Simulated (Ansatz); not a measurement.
A nudged elastic band was laid between two geometries of BFH5NO (9 atoms, charge 0, multiplicity 1).

These are results of RKS PBE/6-31G* in Ansatz, not measurements.

| Quantity | Value |
| --- | --- |
| movable images | 9 |
| climbing image | yes |
| spring | 5.0 eV/Å² |
| optimiser | quadratic models (default) |
| start path | through a guess of the saddle point |
| force threshold | 0.03 eV/Å |
| iteration limit | 60 |
| end points | relaxed |

Initial state:

```xyz
9
Properties=species:S:1:pos:R:3
B -0.051 0.040 0.074
F 0.151 -0.797 1.176
O 0.973 0.014 -0.914
H 1.737 -0.464 -0.538
H -1.189 0.076 -0.375
N 0.084 1.630 0.817
H 0.986 1.732 1.303
H 0.036 2.351 0.086
H -0.668 1.805 1.498
```

Final state:

```xyz
9
Properties=species:S:1:pos:R:3
B 0.221 0.579 -0.329
F -0.534 -0.314 2.191
O 1.429 -0.047 -0.503
H 1.320 -0.865 -1.021
H -0.800 0.216 -0.858
N 0.197 1.728 0.536
H 1.078 2.160 0.821
H -0.572 2.393 0.482
H -0.280 0.537 1.809
```

Question: What changes between the two ends?

Answer: Bonds broken: B1–F2, N6–H9. Bonds formed: F2–H9. BFH5NO becomes BH4NO + FH.

Question: Give the energies along the band, and the barrier.

Answer: The forces met the threshold. The highest image is number 7 of 0 to 10, 109.0 kJ/mol above the first end and 27.5 kJ/mol above the last; the last end lies 81.5 kJ/mol above the first. The profile has 2 maxima (images 1, 7) with wells between them (image 2): this band takes more than one step, which may be the mechanism or a detour left from its start path. A vibrational analysis at the climbing image gives one clearly imaginary mode, 586i cm⁻¹: a first-order saddle point. The orbitals stay closed-shell, which can raise the energy where a bond breaks towards radicals; this wasn't checked here.

| image | path coordinate (Å) | energy (kJ/mol) | B1–F2 (Å) | N6–H9 (Å) | F2–H9 (Å) |
| --- | --- | --- | --- | --- | --- |
| 0 | 0.00 | 0.0 | 1.40 | 1.03 | 2.75 |
| 1 | 0.47 | 2.2 | 1.40 | 1.03 | 2.71 |
| 2 | 0.94 | 0.5 | 1.40 | 1.03 | 2.62 |
| 3 | 1.41 | 0.7 | 1.41 | 1.03 | 2.48 |
| 4 | 1.88 | 2.6 | 1.41 | 1.03 | 2.39 |
| 5 | 2.35 | 6.7 | 1.42 | 1.03 | 2.14 |
| 6 | 2.81 | 47.4 | 1.54 | 1.08 | 1.56 |
| 7 | 3.28 | 109.0 | 1.88 | 1.36 | 1.12 |
| 8 | 3.58 | 95.9 | 2.19 | 1.58 | 1.01 |
| 9 | 3.87 | 84.0 | 2.53 | 1.75 | 0.97 |
| 10 | 4.17 | 81.5 | 2.78 | 1.81 | 0.97 |

Question: What is the geometry of the highest image?

Answer: 
```xyz
9
Properties=species:S:1:pos:R:3:forces:R:3
B 0.122 0.407 -0.072 -0.01 0.00 0.00
F -0.365 -0.335 1.589 0.00 0.00 0.00
O 1.397 -0.032 -0.385 0.01 0.00 0.00
H 1.356 -0.855 -0.904 0.00 0.00 0.00
H -0.855 0.147 -0.731 0.00 0.00 0.00
N 0.131 1.717 0.718 0.00 0.00 0.00
H 1.053 2.157 0.798 0.00 0.00 0.00
H -0.583 2.407 0.479 0.00 0.00 0.00
H -0.198 0.772 1.636 0.00 0.00 0.00
```

Run time: 3.1 min on 1 thread of Intel(R) Xeon(R) Platinum 8488C (Sapphire Rapids), on a shared host, peak memory 0.14 GiB.
